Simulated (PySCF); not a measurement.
Phthalide, C8H6O2.
Geometry (PBE0-D3(BJ)/def2-SVP, Å), atoms numbered from 1 in this order:
```xyz
16
C8H6O2 angstrom
O      1.929   -2.420   -0.550
C      1.627   -1.308   -0.234
O      2.542   -0.361    0.113
C      1.928    0.875    0.437
C      0.456    0.640    0.274
C     -0.646    1.469    0.454
C     -1.911    0.931    0.214
C     -2.073   -0.400   -0.195
C     -0.966   -1.226   -0.373
C      0.290   -0.679   -0.131
H      2.202    1.154    1.468
H      2.310    1.656   -0.241
H     -0.535    2.509    0.772
H     -2.794    1.559    0.347
H     -3.078   -0.789   -0.373
H     -1.062   -2.266   -0.691
```

All values: B3LYP/def2-SVPD (PySCF, non-relativistic), on one gas-phase PBE0-D3(BJ)/def2-SVP geometry that isn't relaxed in the solvent. The solvent is an IEF-PCM continuum (cavity from Bondi-type radii × 1.2), and excitations are vertical TDDFT with non-equilibrium linear response and a frozen core. The model holds no explicit solvent molecules, cavitation or dispersion.

Gas-phase singlets (H = HOMO, L = LUMO):

| state | E (eV) | λ (nm) | f | leading configurations |
| --- | --- | --- | --- | --- |
| S1 | 4.785 | 259 | 0.000 | H-2→L 96% |
| S2 | 5.017 | 247 | 0.025 | H→L 70%, H-1→L+1 24% |
| S3 | 5.614 | 221 | 0.102 | H-1→L 72%, H→L+1 19% |
| S4 | 5.832 | 213 | 0.000 | H-2→L+1 99% |
| S5 | 6.199 | 200 | 0.069 | H-3→L 80%, H→L+1 8% |

Problem. How does the list change in cyclohexane (ε = 2.017)?

Solution. 
```tsv
state	E (eV)	λ (nm)	f	leading configurations	change by rank (eV)
S1	4.948	251	0.000	H-2→L 96%	+0.163
S2	4.964	250	0.044	H→L 77%, H-1→L+1 20%	-0.053
S3	5.523	224	0.181	H-1→L 83%, H→L+1 13%	-0.091
S4	6.085	204	0.001	H-2→L+1 99%	+0.253
S5	6.241	199	0.292	H→L+1 45%, H-3→L 41%	+0.042
```

Problem. Give the list for dimethylsulfoxide (ε = 46.83), n² = 2.19.

Solution. 
```csv
state,E (eV),λ (nm),f,leading configurations,change by rank (eV)
S1,4.890,254,0.055,"H→L 83%, H-1→L+1 16%",+0.105
S2,5.184,239,0.000,H-2→L 96%,+0.167
S3,5.446,228,0.216,"H-1→L 88%, H→L+1 10%",-0.168
S4,6.271,198,0.465,"H→L+1 68%, H-1→L+1 12%",+0.439
S5,6.323,196,0.404,"H-1→L+1 49%, H-3→L 27%",+0.124
```

Problem. The ground-state energy changes by -0.372 eV from gas to dimethylsulfoxide. By how much does the total energy of gas-phase S2 change?

Solution. E(S2) = E(S0) + excitation energy, so it changes by -0.372 − 0.127 = -0.499 eV: it is lowered more than the ground state, which is what a red shift means. This is the vertical state, with the slow part of the continuum still set for S0.

Problem. How do the frontier levels move from gas to dimethylsulfoxide?

Solution. 
```
orbital  gas (eV)  solvent (eV)  change (eV)
 LUMO+2      0.23          0.47        +0.24
 LUMO+1     -1.12         -0.84        +0.28
   LUMO     -1.78         -1.70        +0.08
   HOMO     -7.61         -7.36        +0.25
 HOMO-1     -7.78         -7.59        +0.19
 HOMO-2     -7.83         -8.20        -0.37
 HOMO-3     -8.62         -8.75        -0.13
```

The HOMO–LUMO gap goes from 5.83 to 5.66 eV. Rows go by rank; for LUMO+2 the atom shares or the degeneracy differ between the runs, so the row needn't follow one orbital.
